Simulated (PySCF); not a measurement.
Species: C7H11O (doublet state).
Atom-mapped SMILES: `[CH2:1][O:2][C:3](=[CH2:4])[C@@H:5]([CH3:6])[CH:7]=[CH2:8]` (hydrogens: H9, H10 on C1; H11, H12 on C4; H13 on C5; H14, H15, H16 on C6; H17 on C7; H18, H19 on C8)

Structure used (GFN2-xTB), in Å, numbered top down from 1:
```
atom  x, y, z in Å
C1     2.5138    1.2134    0.5107
O2     1.3262    0.6041    0.5841
C3     0.7443   -0.0461   -0.4464
C4     1.2593   -0.2129   -1.6712
C5    -0.6150   -0.5901   -0.0505
C6    -0.4650   -1.6105    1.0826
C7    -1.4930    0.5511    0.3784
C8    -2.5459    0.9722   -0.2952
H9     2.8095    1.7121    1.4102
H10    3.0568    1.3167   -0.4063
H11    0.7084   -0.7459   -2.4212
H12    2.2239    0.1603   -1.9611
H13   -1.0536   -1.0775   -0.9247
H14    0.1320   -2.4568    0.7501
H15    0.0260   -1.1522    1.9374
H16   -1.4426   -1.9720    1.3925
H17   -1.1949    1.0373    1.2974
H18   -3.1444    1.8018    0.0414
H19   -2.8556    0.5044   -1.2157
```

The hyperfine couplings belong to this conformer and change with its torsions.

Method: UKS B3LYP, pcH-1 on C H O, non-relativistic, mean-field spin-orbit, GIAO in PySCF 2.14.0. The structure is a single GFN2-xTB conformer in the gas phase; no vibrational or solvent corrections. Couplings are sensitive to structure, and on GFN2-xTB geometries they can be far from those on DFT ones. Stability of the SCF solution: not tested.

Principal values of hyperfine tensors in MHz (contact and dipolar terms together), for some of the nuclei:

| atom | isotope | A1 | A2 | A3 |
| --- | --- | --- | --- | --- |
| C1 | 13C | 10.43 | 12.76 | 239.47 |
| H10 | 1H | -97.74 | -61.00 | -25.73 |
| H9 | 1H | -97.50 | -61.20 | -24.40 |
| O2 | 17O | -64.22 | 8.75 | 11.26 |
| H12 | 1H | -9.12 | -6.89 | -5.25 |
| H11 | 1H | -11.99 | -7.76 | -1.29 |
| C3 | 13C | -11.77 | -5.52 | -2.19 |
| H16 | 1H | 0.15 | 0.21 | 2.00 |

Split each tensor into its isotropic and traceless parts, and turn a_iso into mT with g = 2.0030.

a_iso is a third of the trace, T = A − a_iso, and a(mT) = a(MHz)/(g × 13.996).

```
atom  a_iso (MHz)  a_iso (mT)      T1      T2      T3
  C1        87.56       3.123  -77.12  -74.80  151.92
 H10       -61.49      -2.193  -36.25    0.49   35.76
  H9       -61.03      -2.177  -36.47   -0.17   36.64
  O2       -14.74      -0.526  -49.48   23.49   25.99
 H12        -7.09      -0.253   -2.03    0.20    1.84
 H11        -7.01      -0.250   -4.97   -0.75    5.72
  C3        -6.50      -0.232   -5.28    0.98    4.30
 H16         0.79       0.028   -0.64   -0.57    1.21
```

What spin density at the nucleus of C3 lies behind its contact coupling (g_N = 1.40482)?

a_FC = (2μ0/3) gₑ μB g_N μN ρ(0)/(2S·h) = 800.24 MHz × g_N × ρ(0)/(2S), with ρ in bohr⁻³. With a_FC = -6.50 MHz and 2S = 1, ρ(0) = -0.005778 bohr⁻³.

C4 (13C, g_N = 1.40482) isn't in the table. Its spin density at the nucleus is 0.006622 bohr⁻³. What is its contact coupling?

By the same relation, a_FC = 7.44 MHz. Its full tensor has the principal values -1.19, 0.93, 22.60 MHz.

Name the largest traceless tensor T of the table and describe it.

C1: -77.1, -74.8, 151.9 MHz, axial, in the ratio −1:−1:+2, the form that spin in one p orbital centred on that nucleus gives.

What first-order splitting does C1 cause when the field lies along A1, A2 or A3 of its tensor (g taken as isotropic, no quadrupole term)?

2 lines (I = 1/2), spaced by |A_i|/(g × 13.996): 0.37, 0.46, 8.54 mT along the axes of A1, A2 and A3.
